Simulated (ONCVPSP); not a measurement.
# Configuration tests for Tm (ONCV)

ONCVPSP 4.0.1 input, shortened (lines: element, Z, core and valence counts, functional; n l f; lmax; l rc ep ncon nbas qcut; lloc lpopt rc5 dvloc0; l nproj debl; icmod fcfact rcfact), PBE, scalar-relativistic:

```
  Tm 69.00   10    4        4      upf
    1    0    2.00
    2    0    2.00
    2    1    6.00
    3    0    2.00
    3    1    6.00
    3    2   10.00
    4    0    2.00
    4    1    6.00
    4    2   10.00
    4    3   12.00
    5    0    2.00
    5    1    6.00
    5    2    1.00
    6    0    1.00
    3
    0    1.65    0.00    4    8    5.90
    1    1.85    0.00    3    8    5.90
    2    2.75    0.00    3    8    5.90
    3    2.80    0.46    4    7    4.50
    4    5    1.05   -1.00
    0    2    2.00
    1    2    2.40
    2    2    3.00
    3    2    4.00
    3    2.75    1.05
```

Energies are relative to the spin-unpolarised reference configuration 5s2 5p6 5d1 6s1; without spin polarisation the order of configurations can differ from experiment.

| valence configuration | charge | ΔE all-electron (eV) | error AE − PS (meV) |
| --- | --- | --- | --- |
| 5s2 5p6 5d1 6s0 | +2 | 12.934 | +13 |
| 5s2 5p6 5d0 6s0 | +3 | 32.896 | -18 |
| 5s2 5p6 5d1 6s0 6p2 | 0 | -0.468 | +12 |

What are ΔE and the potential's error for 5s2 5p6 5d1 6s2?

ΔE = -7.149 eV all-electron; the error (AE − PS) is +8.7 meV.

Levels in the configuration 5s2 5p6 5d1 6s0 6p2:

```tsv
level	all-electron (eV)	pseudo (eV)
5s	-60.424	-60.452
5p	-33.120	-33.135
5d	-4.038	-4.032
6p	-2.490	-2.495
```

Note: ghosts flagged at negative energy: s at -44.5 eV; GHOST(+) flagged for p at 131.7 eV, d at 454.9 eV. A true bound ghost makes a file unfit for plane-wave use.
